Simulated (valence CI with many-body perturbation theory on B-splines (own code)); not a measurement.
**Questions on Hg48+**

Method: configuration interaction combined with many-body perturbation theory (CI+MBPT): four valence electrons over a frozen Dirac-Fock core [Ar] 3d10, radial functions for each j: 9 s, 9 p, 8 d, 6 f, 3 g, 1 h, with the one-electron correlation potential Σ1, the two-electron term Σ2, the three-electron term Σ3, Breit, model QED; selected CI, second order for the rest, scaled by the run's own slope (own B-spline code, finite nucleus).

No measured spectrum was set against this ion. As an estimate, large intervals hold to a few tenths of a per cent, small ones and those within an open d or f shell to about a per cent.

Levels are named by their leading jj configuration (3d3/2^4 stands for four electrons in 3d with j = 3/2), which in mixed levels can hold well under half, so a name can repeat and another be missing.

Rates and lifetimes use the calculated energies. Strong lines usually hold to 10 to 20 %, long lifetimes can be off by a factor of two.

Problem. What is the ground level?

Solution. (4s^2 4p1/2^2) J=0, composition 69 % 4s2 4p2 3P + 30 % 4s2 4p2 1S.

Problem. Among levels below 558.77 eV, which E1 lines absorb most strongly from the ground level?

Solution. to (4s^2 4p1/2 4d3/2) J=1 at 3.686 nm, f = 1.70; to (4s 4p1/2^2 4p3/2) J=1 at 4.601 nm, f = 0.585; to (4s 4p1/2 4p3/2^2) J=1 at 2.988 nm, f = 0.00307.

Problem. What is the ionisation energy?

Solution. 2747.9 eV; NIST lists 2745 ± 4 eV (theoretical).

Problem. Where does the other parity begin?

Solution. At (4s 4p1/2^2 4p3/2) J=2, 253.06 eV.

Problem. How well does LS coupling describe the low levels?

Solution. Among the lowest 20 levels the leading LS term, summed over configurations, holds 59 % on average. For single configurations the figures are 58 % in LS and 96 % in jj coupling. Terms mix most in the J = 2 level at 432.86 eV, where the leading one holds 30 %.
